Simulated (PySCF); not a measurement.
# Spin states and ions at one geometry of [ReF6]+

PySCF 2.14.0, RKS TPSS, Re def2-SVP with ECP60, F def2-SVP; non-relativistic Hamiltonian with scalar-relativistic core potentials where named; density fitting; no spin-orbit coupling; singlets restricted, open shells unrestricted. The geometry is relaxed for charge +1, singlet, vacuum:

```xyz
7

Re    0.0000    0.0000    0.0000
F     0.0000    0.0000    1.8175
F     0.0000    0.0000   -1.8175
F     1.8175    0.0000    0.0000
F     0.0000    1.8175    0.0000
F    -1.8175    0.0000    0.0000
F     0.0000   -1.8175    0.0000
```

Energies count from the relaxed state; an electron taken off or put on is at rest in vacuum. Charges and spins are Mulliken's.

| state | energy (eV) | spin squared | charge on Re1 (e) | spin on Re1 (e) | dipole about the centre of mass (D) |
| --- | --- | --- | --- | --- | --- |
| charge +1, singlet, vacuum | 0.00 | 0.00 | 1.80 | 0.00 | 0.00 |
| charge +1, triplet, vacuum | 3.65 | 2.00 | 1.67 | 0.73 | 0.00 |
| charge +2, doublet, vacuum | 21.08 | 0.76 | 1.90 | -0.15 | 0.00 |

What does the state charge 0, doublet, vacuum give?

energy (eV) -10.08, spin squared 0.75, charge on Re1 (e) 1.56, spin on Re1 (e) 0.78, dipole about the centre of mass (D) 0.00.

With an electron taken off (doublet) the charges change, summed by element, by Re +0.10 e, F +0.90 e. The vertical ionisation energy is 21.08 eV, against −ε(HOMO) = 17.71 eV of the relaxed state. The level lies 3.4 eV too high, as is usual for semilocal functionals and global hybrids, which keep a self-interaction error.

With an electron put on (doublet) the charges change, summed by element, by Re -0.24 e, F -0.76 e. The vertical electron affinity is 10.08 eV, against −ε(LUMO) = 13.68 eV of the relaxed state.

Open shells may have lower solutions than those found.

No frequency check is given that shows the relaxed geometry to be a minimum.
